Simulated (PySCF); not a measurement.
## Electronic absorption of 2,4-dimethylpentane

2,4-dimethylpentane, C7H16.
InChI=1S/C7H16/c1-6(2)5-7(3)4/h6-7H,5H2,1-4H3

Theory: TDDFT CAM-B3LYP/def2-SVPD, vertical, gas phase, core orbitals frozen in the response in PySCF 2.14.0, density-fitted response routines. Isolated species at its PBE0-D3(BJ)/def2-SVP geometry (one conformer only). Torsions of this conformer, `[CH3:1][CH:2]([CH3:3])[CH2:4][CH:5]([CH3:6])[CH3:7]`: C1–C2–C4–C5 -57°, C2–C4–C5–C6 178°.

Task: Predict the UV-vis stick spectrum at this level.

Result: 

```json
{"state": "S1", "E (eV)": "8.60", "E (kJ/mol)": "829", "λ (nm)": "144.2", "f": "0.040", "symmetry": "B", "main configurations (H = HOMO, L = LUMO)": "H→L (90%)"}
{"state": "S2", "E (eV)": "8.70", "E (kJ/mol)": "839", "λ (nm)": "142.5", "f": "0.030", "symmetry": "A", "main configurations (H = HOMO, L = LUMO)": "H-1→L (86%)"}
{"state": "S3", "E (eV)": "8.83", "E (kJ/mol)": "852", "λ (nm)": "140.4", "f": "0.040", "symmetry": "B", "main configurations (H = HOMO, L = LUMO)": "H-2→L (86%)"}
{"state": "S4", "E (eV)": "9.11", "E (kJ/mol)": "879", "λ (nm)": "136.1", "f": "0.024", "symmetry": "A", "main configurations (H = HOMO, L = LUMO)": "H→L+1 (32%), H-3→L (32%), H→L+2 (15%)"}
{"state": "S5", "E (eV)": "9.20", "E (kJ/mol)": "888", "λ (nm)": "134.8", "f": "0.019", "symmetry": "B", "main configurations (H = HOMO, L = LUMO)": "H-1→L+1 (50%), H-4→L (35%)"}
{"state": "S6", "E (eV)": "9.24", "E (kJ/mol)": "891", "λ (nm)": "134.2", "f": "0.012", "symmetry": "A", "main configurations (H = HOMO, L = LUMO)": "H→L+2 (29%), H-3→L (27%), H-2→L+1 (19%)"}
{"state": "S7", "E (eV)": "9.29", "E (kJ/mol)": "896", "λ (nm)": "133.5", "f": "0.022", "symmetry": "A", "main configurations (H = HOMO, L = LUMO)": "H→L+2 (45%), H→L+1 (32%), H-5→L (9%)"}
{"state": "S8", "E (eV)": "9.30", "E (kJ/mol)": "897", "λ (nm)": "133.3", "f": "0.037", "symmetry": "B", "main configurations (H = HOMO, L = LUMO)": "H→L+3 (82%)"}
{"state": "S9", "E (eV)": "9.39", "E (kJ/mol)": "906", "λ (nm)": "132.0", "f": "0.089", "symmetry": "B", "main configurations (H = HOMO, L = LUMO)": "H-1→L+2 (81%)"}
{"state": "S10", "E (eV)": "9.42", "E (kJ/mol)": "909", "λ (nm)": "131.6", "f": "0.015", "symmetry": "A", "main configurations (H = HOMO, L = LUMO)": "H-1→L+3 (72%), H-2→L+2 (15%)"}
```

Triplets, Tamm–Dancoff:

```
state  E (eV)  λ (nm)  main configurations (H = HOMO, L = LUMO)
   T1    8.40   147.7                     H→L (73%), H-2→L (8%)
   T2    8.44   146.9                               H-1→L (77%)
   T3    8.61   144.0                    H-2→L (70%), H→L (13%)
   T4    8.84   140.2   H-3→L (29%), H→L+2 (15%), H-2→L+2 (11%)
```

The lowest singlet comes at 144 nm (829 kJ/mol) in the vacuum ultraviolet; it is of moderate strength; its leading configuration is HOMO→LUMO (90%). The strongest level in the table is S9 at 9.39 eV (132 nm, f = 0.089). Löwdin shares by element: HOMO carbon 58% or more (atoms not listed hold the other 42%); LUMO carbon 36% or more (atoms not listed hold the other 64%). Weighted by f, the mean energy of these states is 9.11 eV. The oscillator strengths of these states sum to 0.327; summed over the whole spectrum of an exact calculation they would give the number of electrons, 58 (Thomas–Reiche–Kuhn). The listed states span 0.82 eV, and the widest gap between neighbours is 0.28 eV (S3 to S4). All these states lie below the vertical ionisation energy of 10.64 eV (ΔSCF). Symmetry labels in C2 follow from the direction of the transition dipole and are given only for states with f of 0.002 or more. Only the lowest 10 singlets were computed, as vertical energies without vibronic structure.
